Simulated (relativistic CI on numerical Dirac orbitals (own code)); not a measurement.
## Nb²⁺: 3p photoemission

Computed with this model: Dirac-Coulomb-Breit CI, orbitals from a KLI potential per configuration, model QED, valence Slater integrals scaled by 0.8, multiplet model of photoemission in the sudden approximation; configurations [Kr] 4d3 → [Ne] 3s2 3p5 3d10 4s2 4p6 4d3; 300 K; Lorentzian 2 eV and Gaussian 0.6 eV FWHM. Energies are those of the free ion, without screening or charge transfer. The energies are binding energies and can lie tens of eV above those of solids. S is read from ⟨S²⟩ = S(S + 1).

Field parameters in Wybourne normalisation: Td as Oh with Dq negative (B⁴₀ = 21Dq, B⁴₄ = √(5/14) B⁴₀). The field is a parameter set, without covalency.

Computed curve for free ion, scaled to 100 at the maximum (points under 2 are left out and the grid is thinned):

Energy (eV), Intensity and a bar:
```
    383.4        2.1 
    384.2        2.6 
    384.8        3.1 
    385.6        4.0 #
    386.4        5.5 #
    387.0        7.1 ##
    387.8       11.0 ###
    388.6       18.7 #####
    389.4       36.7 ###########
    390.0       64.1 ###################
    390.8      100.0 ##############################
    391.6       74.0 ######################
    392.2       44.6 #############
    393.0       23.0 ######
    393.8       13.1 ###
    394.4        9.3 ##
    395.2        6.4 #
    396.0        4.7 #
    396.6        3.9 #
    397.4        3.3 
    398.2        2.8 
    399.0        2.6 
    399.6        2.5 
    400.4        2.6 
    401.2        2.8 
    401.8        3.2 
    402.6        3.9 #
    403.4        5.4 #
    404.0        7.4 ##
    404.8       12.7 ###
    405.6       25.8 #######
    406.2       43.1 #############
    407.0       49.7 ###############
    407.8       27.6 ########
    408.6       13.5 ###
    409.2        8.6 ##
    410.0        5.2 #
    410.8        3.5 
    411.4        2.8 
    412.2        2.1
```

The ground state has S = 1.50, and the centroid lies at 396.19 eV.
